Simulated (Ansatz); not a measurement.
Which isomer of C3H8AlCl gives these data?

These gas-phase data were calculated for one isomer of C3H8AlCl at PBE-D3(BJ)/def2-SVP (harmonic, unscaled wavenumbers; equilibrium rotational constants with average atomic masses):

* rotational constants: 2.995, 2.202, 1.3 GHz
* all wavenumbers above 1500 cm⁻¹: 3073, 3058, 3056, 3041, 2979, 2966, 2963, 2938

Candidates:

(1) `CC[CH2][AlH][Cl]`, a singlet
(2) `C[CH2][Al]([CH3])[Cl]`, a singlet

**Question.** Which candidate do the data belong to?

**Answer.** Candidate (2). No mode falls between 1700 and 2050 cm⁻¹, where the Al–H stretch of (1) would stand.

The same quantities for all candidates:

|  | rotational constants (GHz) | wavenumbers above 1500 cm⁻¹ | E above the lowest, PBE-D3(BJ)/def2-SVP (kcal/mol) |
| --- | --- | --- | --- |
| (1) | 4.297, 1.731, 1.396 | 3058, 3037, 3004, 2985, 2958, 2954, 2938, 1894 | 9.1 |
| (2) | 2.995, 2.202, 1.3 | 3073, 3058, 3056, 3041, 2979, 2966, 2963, 2938 | 0.0 |

Harmonic stretches to hydrogen usually lie a few per cent above observed fundamentals. Each candidate is one conformer. Programs: Ansatz 0.2.0.
